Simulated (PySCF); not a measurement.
## Correlation energy of Cl³⁺ (chlorine, charge +3)

[Ne] 3s2 3p2, high-spin 3P determinant. Calculation: PySCF 2.14, in x2c-TZVPall; scalar relativity by spin-free X2C-1e. Frozen: [Ne]; 4 electrons correlated.

MP2 pair energies summed by pair of shells (mhartree):

```csv
pair,energy,share (%)
3s-3p,-44.10,63.1
3s-3s,-18.37,26.3
3p-3p,-7.43,10.6
```

Total MP2 correlation energy: -69.90 mhartree.

Same-spin part -11.43 and opposite-spin part -58.48 mhartree; SCS-MP2 scales them by 1/3 and 6/5 to -73.98 mhartree.

| level | correlation energy (mhartree) |
| --- | --- |
| CCSD | -93.80 |
| (T) | -1.98 |
| CCSD(T) | -95.78 |

Diagnostics: T1 = 0.0075, D1 = 0.0197, largest double amplitude 0.103.

Cost of the coupled-cluster step: 0.4 s of wall time on 1 thread of Neoverse-V1 (shared host), for 4 correlated electrons.
